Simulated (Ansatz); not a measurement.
Input (CCSDT(Q)/cc-pV(T+d)Z; Ansatz, a program for electronic structure): A basis named .json is the Basis Set Exchange file of that set.

Ansatz 0.2 input:
```yaml
crystal:
  periodic: [false, false, false]
  atoms:
    - {symbol: S, position_ang: [-0.81280242, -0.12519103, 0.56065771]}
    - {symbol: S, position_ang: [0.89726807, 0.12289137, -0.59284163]}
    - {symbol: H, position_ang: [-1.70325745, -0.52859580, -0.37989177]}
    - {symbol: H, position_ang: [1.63475489, -0.58119172, 0.29133482]}
    - {symbol: H, position_ang: [-1.28294775, 1.14658208, 0.60349966]}
basis:
  gaussian:
    orbitals: cc-pV_T+d_Z.json
total_charge: 1
magnetization: {spin_polarized: false}
correlation: {method: ccsdt_q, electrons: outside_noble_gas}
```

Output:

```
Functional definition: HF
integrals: 0.29 GiB planned
1539 factors; integrals over basis functions are off by at most 1.8e-7 eV
mean field: 0.51 GiB planned
mean field evaluation 1: about -21673.9095 eV, gradient 1.7e1 eV
mean field evaluation 2: about -21674.0898 eV, gradient 1.7e1 eV
mean field evaluation 4: about -21675.2866 eV, gradient 2.2e0 eV
mean field evaluation 8: about -21675.3127 eV, gradient 1.5e-1 eV
mean field evaluation 16: about -21674.9655 eV, gradient 6.5e0 eV
mean field -21675.31279215 eV, -796.5530530569 hartree, gradient 1.3e-6 eV, S^2 0.000000; 0 other end points of the search recorded, 0 dependent functions left out
10 core orbitals not correlated
reference -21675.31279215 eV, -796.5530530569 hartree; 7, 7 occupied and 103, 103 virtual orbitals, 1539 factors
second order -9.63335572 eV of doubles, -0.00000000 eV of singles
coupled cluster: 3.46 GiB planned
cycle   1  -10.39080458 eV  change   -7.6e-1 eV  update   9.2e-2
cycle   2  -11.05744334 eV  change   -6.7e-1 eV  update   4.0e-2
cycle   3  -11.29668423 eV  change   -2.4e-1 eV  update   1.9e-2
cycle   4  -11.25272377 eV  change    4.4e-2 eV  update   5.5e-3
cycle   5  -11.24761303 eV  change    5.1e-3 eV  update   3.3e-3
cycle   6  -11.25282788 eV  change   -5.2e-3 eV  update   1.0e-3
cycle   7  -11.25267002 eV  change    1.6e-4 eV  update   5.6e-4
cycle   8  -11.25222725 eV  change    4.4e-4 eV  update   1.8e-4
cycle   9  -11.25245681 eV  change   -2.3e-4 eV  update   7.8e-5
cycle  10  -11.25247308 eV  change   -1.6e-5 eV  update   2.9e-5
cycle  11  -11.25242405 eV  change    4.9e-5 eV  update   1.3e-5
cycle  12  -11.25243745 eV  change   -1.3e-5 eV  update   6.0e-6
cycle  13  -11.25243895 eV  change   -1.5e-6 eV  update   2.1e-6
cycle  14  -11.25244218 eV  change   -3.2e-6 eV  update   9.7e-7
cycle  15  -11.25244390 eV  change   -1.7e-6 eV  update   3.9e-7
perturbative correction -0.02648455 eV, -0.0009732894 hartree
Total energy: -21686.59172061 eV, -796.9675460326 hartree
```
